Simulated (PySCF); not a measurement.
**Electron correlation in F²⁺ (fluorine, charge +2)**

[He] 2s1 2p3 3d1, high-spin 6D determinant (an excited configuration). All numbers are calculated (PySCF 2.14, no relativity, point nucleus, in dyall-av3z (15s9p3d2f, 71 functions)). Frozen: 1s2; 5 electrons correlated; the 13 highest virtual orbitals of each spin left out.

MP2 pair energies summed by pair of shells (mhartree):

```tsv
pair	energy	share (%)
2p-2p	-22.50	61.7
2p-3d	-6.98	19.1
2s-2p	-6.17	16.9
2s-3d	-0.83	2.3
```

Total MP2 correlation energy: -36.48 mhartree.

Same-spin part -36.48 and opposite-spin part 0.00 mhartree; SCS-MP2 scales them by 1/3 and 6/5 to -12.16 mhartree.
